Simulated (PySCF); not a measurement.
W(NH)(S)(F)(NH2) (FH3N2SW), SMILES [NH]=[W]([F])(=[S])[NH2], multiplicity 1. Atoms are numbered in the order given.

```xyz
8

W     -0.0530    -0.0111    -0.1470
N      0.9233    -1.0194    -1.2074
H      1.6388    -1.7296    -1.3944
S      0.5903    -0.2004     1.9076
F     -1.8762    -0.4859    -0.3219
N      0.3185     1.8004    -0.7376
H      0.8074     2.0392    -1.6052
H      0.2225     2.6205    -0.1287
```

Geometry optimised at PBE-D3(BJ)/def2-SVP. The spin state was assumed, not searched. The structure was generated by enumeration; whether it is a known compound was not checked. The def2 effective core potentials stand for the cores of W; spin–orbit coupling is left out. One conformer was computed; it need not be the lowest.

The numbers are results of PBE-D3(BJ)/def2-SVP (PySCF), not measurements.

Frequencies are harmonic and unscaled.

### Question
Give all harmonic wavenumbers and intensities. (Estimate from the structure and the level; the computed values follow.)

### Answer

| mode | ν (cm⁻¹) | IR (km/mol) | Raman (Å⁴/amu) | depolarisation | moving atoms (share of kinetic energy) |
|---|---|---|---|---|---|
| 1 | 171 | 2.1 | 2.4 | 0.73 | F 40 %, S 34 %, W 12 %, N 10 % |
| 2 | 181 | 1.8 | 1.6 | 0.60 | F 37 %, N 32 %, W 14 %, H 10 % |
| 3 | 189 | 0.3 | 4.3 | 0.74 | N 35 %, S 23 %, F 21 %, H 11 %, W 9 % |
| 4 | 227 | 2.3 | 5.2 | 0.69 | N 49 %, F 21 %, H 19 % |
| 5 | 247 | 9.4 | 6.7 | 0.70 | N 67 %, H 24 % |
| 6 | 394 | 1.9 | 0.9 | 0.22 | H 93 % |
| 7 | 483 | 78.3 | 1.5 | 0.62 | H 77 %, N 19 % |
| 8 | 509 | 269.2 | 9.1 | 0.25 | H 50 %, S 26 %, N 16 % |
| 9 | 541 | 33.4 | 9.8 | 0.15 | S 50 %, H 36 %, W 8 % |
| 10 | 594 | 49.0 | 2.2 | 0.70 | H 78 %, N 19 % |
| 11 | 658 | 85.4 | 1.3 | 0.20 | F 77 %, H 10 %, W 10 % |
| 12 | 672 | 19.7 | 5.7 | 0.06 | H 58 %, N 30 %, F 10 % |
| 13 | 711 | 89.3 | 11.6 | 0.27 | N 63 %, H 27 %, W 9 % |
| 14 | 977 | 79.0 | 30.4 | 0.15 | N 84 %, W 8 % |
| 15 | 1459 | 30.5 | 12.8 | 0.55 | H 89 %, N 11 % |
| 16 | 3468 | 112.5 | 144.2 | 0.17 | H 96 % |
| 17 | 3527 | 140.8 | 194.5 | 0.33 | H 92 % |
| 18 | 3571 | 54.0 | 56.4 | 0.69 | H 91 %, N 9 % |
